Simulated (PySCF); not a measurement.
**Ni⁺: ionisation energy**

Ni⁺ [Ar] 3d9 [3d3/2^4 3d5/2^5, M_J = 5/2] → Ni²⁺ [Ar] 3d8 [3d3/2^4 3d5/2^4, M_J = 4], as a difference of total energies. Calculation: PySCF 2.14, in x2c-SVPall-2c; the two-component X2C-1e Hamiltonian. Correlated levels: [Ne] frozen; the 6 highest virtual spinors dropped. "Screened" scales the spin-orbit matrix elements by Boettger's factors to mimic the two-electron term; Breit and QED terms are absent.

| method | ionisation energy (eV) | error (eV) |
| --- | --- | --- |
| GHF (spin-free) | 15.115 | -3.054 |
| GMP2 (spin-free) | 18.005 | -0.164 |
| GHF (screened spin-orbit) | 15.064 | -3.105 |
| GMP2 (screened spin-orbit) | 17.954 | -0.215 |

Reference: 18.169 eV (measured; NIST Atomic Spectra Database, ionization energies).

Errors of the correlated levels include the incompleteness of this basis and the frozen core.

The labels give the starting determinants; with spin-orbit coupling the two ends relaxed to ⟨J²⟩ = 8.76, ⟨L²⟩ = 6.01, ⟨S²⟩ = 0.75 and ⟨J²⟩ = 20.01, ⟨L²⟩ = 12.01, ⟨S²⟩ = 2.00.
